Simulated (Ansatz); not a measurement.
C₆H₇N, charge -1, doublet (typed; the unrestricted solution is spin-contaminated), at a GFN2-xTB geometry (a state made from the parent by changing its charge; the spin is typed, not shown lowest) (a gas-phase anion, which may not be bound at this level); CCSD(T)/STO-3G in Ansatz (a first-principles code).

The Ansatz input:
Ansatz 0.2 input:
```yaml
crystal:
  periodic: [false, false, false]
  atoms:
    - {symbol: N, position_ang: [2.30611278, -0.37368377, 0.31850955]}
    - {symbol: C, position_ang: [0.90316781, -0.14061152, 0.11221571]}
    - {symbol: C, position_ang: [0.35524328, 1.05773136, 0.53014933]}
    - {symbol: C, position_ang: [-1.07583796, 1.26684553, 0.37770631]}
    - {symbol: C, position_ang: [-1.84035512, 0.27071353, -0.19415680]}
    - {symbol: C, position_ang: [-1.29183375, -0.92008430, -0.62417739]}
    - {symbol: C, position_ang: [0.13891277, -1.13258749, -0.47328697]}
    - {symbol: H, position_ang: [2.67176231, -0.99965113, -0.39248319]}
    - {symbol: H, position_ang: [2.82005029, 0.50174578, 0.29534185]}
    - {symbol: H, position_ang: [0.97376850, 1.83035100, 0.97826414]}
    - {symbol: H, position_ang: [-1.51633033, 2.20195286, 0.71122039]}
    - {symbol: H, position_ang: [-2.91550490, 0.43071945, -0.31162941]}
    - {symbol: H, position_ang: [-1.90147736, -1.69761168, -1.07526134]}
    - {symbol: H, position_ang: [0.58915985, -2.06376258, -0.80572037]}
basis:
  gaussian:
    orbitals: STO-3G
total_charge: -1
magnetization: {spin_polarized: true, initial_magnetization: 1}
correlation: {method: ccsd_t}
```

### Question
What does Ansatz print? Leave out banner, timings and long lists.

### Answer

```
Functional definition: HF
597 factors; integrals over basis functions are off by at most 3.8e-5 eV
mean field evaluation 1: about -7671.1035 eV, gradient 1.5e1 eV
mean field evaluation 2: about -7671.4799 eV, gradient 1.5e1 eV
mean field evaluation 4: about -7673.3951 eV, gradient 2.4e0 eV
mean field evaluation 8: about -7673.5594 eV, gradient 1.6e-1 eV
mean field evaluation 16: about -7673.5594 eV, gradient 1.6e-1 eV
mean field evaluation 32: about -7672.1986 eV, gradient 5.4e-1 eV
mean field -7673.56150467 eV, -281.9981839697 hartree, gradient 6.0e-6 eV, S^2 0.915337; 3 other end points of the search recorded, 0 dependent functions left out
determinant -7673.56150467 eV, -281.9981839697 hartree, with singles and doubles -7685.49272435 eV, -282.4366482059 hartree
determinant -7672.13651447 eV, -281.9458165458 hartree, with singles and doubles -7684.50717585 eV, -282.4004299665 hartree
7 core orbitals not correlated
reference -7673.56150467 eV, -281.9981839697 hartree; 19, 18 occupied and 16, 17 virtual orbitals, 597 factors
second order -9.51451708 eV of doubles, -0.00000000 eV of singles
cycle   1  -11.93129470 eV  change   -7.5e-5 eV  update   1.2e-3
cycle   2  -11.93108361 eV  change    2.1e-4 eV  update   7.4e-4
cycle   3  -11.93077709 eV  change    3.1e-4 eV  update   4.6e-4
cycle   4  -11.93085656 eV  change   -7.9e-5 eV  update   1.1e-4
cycle   5  -11.93113549 eV  change   -2.8e-4 eV  update   4.5e-5
cycle   6  -11.93127579 eV  change   -1.4e-4 eV  update   1.4e-5
cycle   7  -11.93128962 eV  change   -1.4e-5 eV  update   4.9e-6
perturbative correction -0.26568551 eV, -0.0097637623 hartree
Total energy: -7685.75847980 eV, -282.4464145384 hartree
```
